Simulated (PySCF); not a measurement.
**Polarisability and C₆ of Bi (bismuth, neutral)**

[Xe] 4f14 5d10 6s2 6p3, high-spin 4S determinant. All numbers are calculated (PySCF 2.14, scalar relativity by spin-free X2C-1e, in ANO-RCC-VTZP (8s7p5d3f2g, 93 functions)). Coupled (time-dependent) response in atomic units; α is the mean over directions. The basis has no added diffuse functions, which lowers α and C₆.

```
method  mean α (bohr³)  C₆ (like pair)  S(−4)
 B3LYP           36.42           445.3  282.2
```

S(−4) is the Cauchy moment in α(ω) = α(0) + S(−4) ω² + …

Reference α: 48 ± 4 bohr³ (recommended; Schwerdtfeger and Nagle, table of static dipole polarizabilities (2023 update)). Published C₆: 513.0 (Gould and Bucko (2016)).

α(iu) at B3LYP:

```tsv
u (hartree)	α(iu) (bohr³)
0	36.42
0.0500	35.74
0.100	33.91
0.200	28.71
0.300	23.56
0.500	15.94
0.750	10.49
1.00	7.503
1.50	4.535
2.00	3.107
3.00	1.753
5.00	0.7902
```

Spin-orbit coupling, which splits the p, d and f shells strongly at this Z, is absent. Spin-orbit coupling is strong in this species (close to jj coupling), so the high-spin LS determinant is a model state, not a physical level.
